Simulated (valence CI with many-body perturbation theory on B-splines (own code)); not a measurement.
# Energy levels of Zr³⁵⁺

Level of theory: configuration interaction combined with many-body perturbation theory (CI+MBPT): three valence electrons over a frozen Dirac-Fock core [He], a basis of 11 s, 11 p, 9 d, 7 f, 5 g, 2 h, 1 i functions for each j, with the one-electron correlation potential Σ1 (screened to all orders), the two-electron term Σ2, the three-electron term Σ3, Breit, model QED; selected single and double excitations, second order for the rest (own B-spline code, finite nucleus).

No measured spectrum was set against this ion. As an estimate, large intervals hold to a few tenths of a per cent, small ones and those within an open d or f shell to about a per cent.

Levels 1 to 45 of 97, with energies above the lowest level, (2s^2 2p1/2) J=1/2. "Leading %" is the weight of the configuration and term that name the level; weights of strongly mixed levels are sums over their largest components and can fall short. In the jj column 3d3/2^4 stands for four electrons in 3d with j = 3/2. Lifetimes count E1, E2, E3, M1 and M2 decay at the calculated energies, and are blank where another channel may lead or the interval is too uncertain; long ones can be off by a factor of two.

```tsv
No.	Configuration	Term	J	E (× 10³ cm⁻¹)	Leading %	Lifetime	Leading jj
1	2s2.2p	2P°	1/2	0.00	99		2s^2 2p1/2 (99 %)
2	2s2.2p	2P°	3/2	779.36	98	237 ns	2s^2 2p3/2 (98 %)
3	2s.2p2	4P	1/2	828.58	75	409 ps	2s 2p1/2^2 (89 %)
4	2s.2p2	4P	3/2	1379.9	96	3.96 ns	2s 2p1/2 2p3/2 (98 %)
5	2s.2p2	4P	5/2	1552.2	60	637 ps	2s 2p1/2 2p3/2 (93 %)
6	2s.2p2	2D	3/2	1851.0	77	11.4 ps	2s 2p1/2 2p3/2 (96 %)
7	2s.2p2	2P	1/2	1903.8	74	6.51 ps	2s 2p1/2 2p3/2 (87 %)
8	2s.2p2	2D	5/2	2316.0	60	45.5 ps	2s 2p3/2^2 (93 %)
9	2s.2p2	2S	1/2	2728.8	71	7.84 ps	2s 2p3/2^2 (95 %)
10	2s.2p2	2P	3/2	2738.8	76	4.96 ps	2s 2p3/2^2 (94 %)
11	2p3	4S°	3/2	2800.0	40	8.89 ps	2p1/2^2 2p3/2 (95 %)
12	2p3	2D°	3/2	3426.0	50	6.40 ps	2p1/2 2p3/2^2 (97 %)
13	2p3	2D°	5/2	3542.4	100	8.18 ps	2p1/2 2p3/2^2 (100 %)
14	2p3	2P°	1/2	3766.0	99	4.95 ps	2p1/2 2p3/2^2 (99 %)
15	2p3	2P°	3/2	4408.3	59	4.38 ps	2p3/2^3 (98 %)
16	2s2.3s	2S	1/2	21418	96	55.8 fs	2s^2 3s (96 %)
17	2s2.3p	2P°	1/2	21726	94	1.04 ps	2s^2 3p1/2 (94 %)
18	2s2.3p	2P°	3/2	21941	88	481 fs	2s^2 3p3/2 (88 %)
19	2s.2p.3s	4P°	1/2	22021	90	58.6 fs	2s 2p1/2 3s (98 %)
20	2s.2p.3s	4P°	3/2	22132	70	53.9 fs	2s 2p1/2 3s (85 %)
21	2s2.3d	2D	3/2	22212	95	7.24 fs	2s^2 3d3/2 (95 %)
22	2s.2p.3s	2P°	1/2	22224	93	82.1 fs	2s 2p1/2 3s (94 %)
23	2s2.3d	2D	5/2	22281	96	8.17 fs	2s^2 3d5/2 (96 %)
24	2s.2p.3p	4D	1/2	22285	74	82.0 fs	2s 2p1/2 3p1/2 (99 %)
25	2s.2p.3p	4D	3/2	22382	53	83.9 fs	2s 2p1/2 3p1/2 (92 %)
26	2s.2p.3p	4P	1/2	22522	59	64.0 fs	2s 2p1/2 3p1/2 (93 %)
27	2s.2p.3p	4P	3/2	22566	28	60.2 fs	2s 2p1/2 3p3/2 (98 %)
28	2s.2p.3p	2P	1/2	22646	48	20.9 fs	2s 2p1/2 3p3/2 (88 %)
29	2s.2p.3p	4D	5/2	22660	62	600 fs	2s 2p1/2 3p3/2 (91 %)
30	2s.2p.3p	2D	3/2	22691	51	26.3 fs	2s 2p1/2 3p3/2 (94 %)
31	2s.2p.3d	4F°	3/2	22752	78	40.7 fs	2s 2p1/2 3d3/2 (98 %)
32	2s.2p.3s	4P°	5/2	22783	91	25.7 fs	2s 2p3/2 3s (91 %)
33	2s.2p.3d	4F°	5/2	22832	70	24.7 fs	2s 2p1/2 3d3/2 (61 %)
34	2s.2p.3d	4P°	5/2	22901	41	12.1 fs	2s 2p1/2 3d5/2 (67 %)
35	2s.2p.3s	2P°	3/2	22902	80	47.7 fs	2s 2p3/2 3s (96 %)
36	2s.2p.3d	4D°	3/2	22926	44	6.64 fs	2s 2p1/2 3d3/2 (71 %)
37	2s.2p.3d	4D°	1/2	22928	68	5.26 fs	2s 2p1/2 3d3/2 (91 %)
38	2s.2p.3d	4F°	7/2	22955	52	10.8 fs	2s 2p1/2 3d5/2 (93 %)
39	2s.2p.3d	2D°	3/2	23033	49	9.71 fs	2s 2p1/2 3d5/2 (69 %)
40	2s.2p.3d	2F°	5/2	23043	63	9.86 fs	2s 2p1/2 3d5/2 (85 %)
41	2s.2p.3p	4P	3/2	23135	50	76.9 fs	2s 2p3/2 3p1/2 (98 %)
42	2s.2p.3p	2D	5/2	23156	40	39.2 fs	2s 2p3/2 3p1/2 (96 %)
43	2p2.3s	4P	1/2	23176	56	72.8 fs	2p1/2^2 3s (91 %)
44	2s.2p.3s	2P°	1/2	23213	93	40.2 fs	2s 2p3/2 3s (93 %)
45	2s.2p.3s	2P°	3/2	23232	88	80.4 fs	2s 2p3/2 3s (92 %)
```

The ionisation energy to 2s2 1S_0 of the next ion comes out as 4745.5 eV (NIST: 4744 ± 3 eV (semi-empirical)). All 97 levels together are meant to be complete up to 24667 × 10³ cm⁻¹.
